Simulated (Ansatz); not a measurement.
The molecule Rb2, closed-shell singlet (the spin of the measured ground state). No spin–orbit coupling.

The constants come from a fifth-degree fit in 1/R (seven points, main isotopes). In def2 and cc sets the state is the lowest found near the PBE0 minimum, followed along R. The singlet is held restricted.

Correlated levels freeze the inner cores; with def2 sets outer-core shells near the valence are correlated too.

Run with Ansatz (Gaussian basis) for Hartree–Fock, density functionals and correlated methods.  In def2 rows elements past Kr take small-core potentials, without spin–orbit coupling.

Doubts at one or more of the structures used: a restricted determinant that unrestricted orbitals would lower (CCSD(T)/def2-TZVPP, CCSD(T)/def2-QZVPP).

Quantity: ω_e, from seven points a level.

Costs are ratios of core time to PBE/def2-TZVPP (roughly 8 s), for whole runs (searches for the state included, and forces where a run took them) on one shared machine, so rough; each error counts from the measured 57.31 cm⁻¹ [Huber and Herzberg (1979), NIST Chemistry WebBook].

```
level                 basis functions  cost  error (cm⁻¹)
--------------------  ---------------  ----  ------------
SVWN5/def2-TZVPP                   80  ×0.8             2
PBE0/def2-TZVPP                    80  ×0.9             0
PBE/def2-TZVPP                     80    ×1            -2
BHLYP/def2-TZVPP                   80    ×1             0
B3LYP/def2-TZVPP                   80    ×1            -2
CAM-B3LYP/def2-TZVPP               80    ×1             2
B2PLYP/def2-TZVPP                  80    ×1            -1
r2SCAN/def2-TZVPP                  80    ×2            -2
CCSD(T)/def2-TZVPP                 80    ×3            -4
wB97X-V/def2-TZVPP                 80    ×4             3
B97M-V/def2-TZVPP                  80    ×5            -5
CCSD(T)/def2-QZVPP                126   ×10             0
```

What the step from CCSD(T)/def2-TZVPP to CCSD(T)/def2-QZVPP costs and buys: 80 to 126 functions, cost ×3 (rough); the error goes from -4 to 0 cm⁻¹.

Ansatz is a first-principles code.
